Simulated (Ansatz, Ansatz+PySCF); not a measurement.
```xyz
5

Ti    0.0000    0.0000    0.0000
Cl    1.2441    1.2441    1.2441
Cl    1.2441   -1.2441   -1.2441
Cl   -1.2441    1.2441   -1.2441
Cl   -1.2441   -1.2441    1.2441
```

Basis set: def2-SVP (spherical functions). Frozen core: 25 orbitals. Charge 0, multiplicity 1.

Computed with Ansatz (development build ahead of 0.2.0); each method stands on the lowest determinant of its kind that the runs found. Restricted open shells among the atoms or ions are ROHF, correlated in semicanonical orbitals with singles. Restricted functionals stand beside restricted open-shell atoms, which can lie above the unrestricted atoms usual in DFT and then raise those values.

(1) Give the atomization energy at this shape (free ground-state atoms in the same class of orbitals less the molecule, no zero-point energy) of singlet TiCl₄ by ωB97X (restricted), ωB97X (unrestricted), r²SCAN (restricted), r²SCAN (unrestricted), PBE0 (restricted), PBE0 (unrestricted), PBE (unrestricted), PBE (restricted), RHF-MP2, UHF-MP2, RHF, UHF.

Results:

(1)

```tsv
method	atomization energy
ωB97X (restricted)	405.05 kcal/mol
ωB97X (unrestricted)	401.28 kcal/mol
r²SCAN (restricted)	450.41 kcal/mol
r²SCAN (unrestricted)	443.18 kcal/mol
PBE0 (restricted)	416.34 kcal/mol
PBE0 (unrestricted)	412.04 kcal/mol
PBE (unrestricted)	450.25 kcal/mol
PBE (restricted)	453.78 kcal/mol
RHF-MP2	399.71 kcal/mol
UHF-MP2	401.70 kcal/mol
RHF	252.85 kcal/mol
UHF	241.13 kcal/mol
```

Caution: other spin multiplicities were not run. Caution for r²SCAN (unrestricted), PBE (unrestricted): a free atom is spin contaminated.
